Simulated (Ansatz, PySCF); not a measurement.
This PySCF input computes a SVWN5/def2-TZVPD energy:

```python
from pyscf import gto, scf, dft

mol = gto.M(
    atom='''
    O    -0.70516248    1.05974816    0.69267031
    S    -0.21511950    0.12540794   -0.34756975
    O    -0.57881428   -1.28730680   -0.03594531
    O     1.51914646    0.05716093   -0.04023071
    H     1.56055445   -0.64334528    0.62916180
    ''',
    basis='def2-tzvpd',
    charge=-1,
    spin=0,
    verbose=4,
)

mf = dft.RKS(mol, xc='svwn').density_fit(auxbasis='def2-universal-jkfit')
mf.grids.level = 3
mf.conv_tol = 1e-9
mf.max_cycle = 100
mf.max_memory = 1500
mf.kernel()
if not mf.converged:
    mf = mf.newton()
    mf.kernel(mf.make_rdm1())
mf.analyze()
```

Problem. Write an input for the same energy in Ansatz (a first-principles code) and say what it gives.

Solution. 
Ansatz 0.2 input:
```yaml
crystal:
  periodic: [false, false, false]
  atoms:
    - {symbol: O, position_ang: [-0.70516248, 1.05974816, 0.69267031]}
    - {symbol: S, position_ang: [-0.21511950, 0.12540794, -0.34756975]}
    - {symbol: O, position_ang: [-0.57881428, -1.28730680, -0.03594531]}
    - {symbol: O, position_ang: [1.51914646, 0.05716093, -0.04023071]}
    - {symbol: H, position_ang: [1.56055445, -0.64334528, 0.62916180]}
basis:
  gaussian:
    orbitals: def2-TZVPD
hamiltonian:
  xc: {name: SVWN5}
total_charge: -1
output: {forces: true}
```
It gives -621.71945 Eh, and PySCF -621.71951 Eh, a difference of 0.06 mEh, from the treatment of integrals and grids.

It need not be the lowest isomer of its formula.
